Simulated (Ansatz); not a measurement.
Mulliken charges of CH3BClFZn, SMILES `[F][Zn][CH2]BCl` from PBE/def2-TZVPP in Ansatz (PBE0-D4/def2-TZVP geometry).

```
atom   x (Å)   y (Å)   z (Å)  charge (e)
  F1  -0.075  -2.487   2.123      -0.418
 Zn2   0.246  -1.116   1.085       0.438
  C3   0.669   0.411  -0.033      -0.182
  B4  -0.549   0.480  -0.937       0.005
 Cl5  -1.969   1.420  -0.478      -0.147
  H6   0.807   1.235   0.670       0.140
  H7   1.602   0.133  -0.527       0.146
  H8  -0.639  -0.133  -1.959       0.017
```

By hand: the dipole of these point charges (1 e Å = 4.8032 D).

Σ q r = (0.640, 0.460, -0.357) e Å, of length 0.865 e Å = 4.15 D.

How does the dipole of the full density compare? (Best estimate.)

Computed: (0.407, 0.255, -0.162) e Å, 2.43 D; the point charges give 1.71 times that, at 7° from its direction.

Point charges leave out the atoms' own dipoles, such as those of lone pairs, and Mulliken's split depends on the basis, so the two needn't agree.
